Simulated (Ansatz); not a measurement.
Reaction (hydrogenolysis of a C–Al bond): `F[CH]([AlH2])[SiH2][SiH3]` + H₂ → `FC[SiH2][SiH3]` + `[AlH3]`

Gas-phase electronic energies from Ansatz, PBE0-D4/def2-TZVP geometries. CCSD(T)/CBS is the MP2 limit (def2-TZVPP, def2-QZVPP) plus CCSD(T) − MP2 in def2-TZVPP, frozen cores. This one scheme is used for every species. Functionals use def2-TZVPP. Each species was taken in one conformer, which may not be the lowest.

```csv
level,ΔE (kJ/mol)
PBE0-D4,-24.6
ωB97X-V,-30.0
r2SCAN,-22.1
CCSD(T)/def2-TZVPP,-29.5
```

(1) What does CCSD(T)/CBS give? (Estimate.)

Largest T1 diagnostic among the species: 0.013.

## Answers

(1) Ansatz gave: -24.9 kJ/mol. The listed levels differ from it by 0.3, -5.1, 2.8, -4.6 kJ/mol.

In def2-TZVPP, CCSD(T) changes the Hartree–Fock value by +34.3 kJ/mol (the triples alone add +6.7 kJ/mol) and MP2 by +38.9 kJ/mol. The D4 term adds +12.2 kJ/mol with B3LYP and +6.8 kJ/mol with PBE0; it sums over pairs of atoms, weighted by their polarisabilities, and B3LYP, whose exchange is more repulsive, gets the larger term. From PBE to PBE0 (25 % exact exchange), in def2-TZVPP and without D4, ΔE moves by −7.5 kJ/mol.

B3LYP here is the variant with VWN-RPA as its local correlation; programs differ in this.
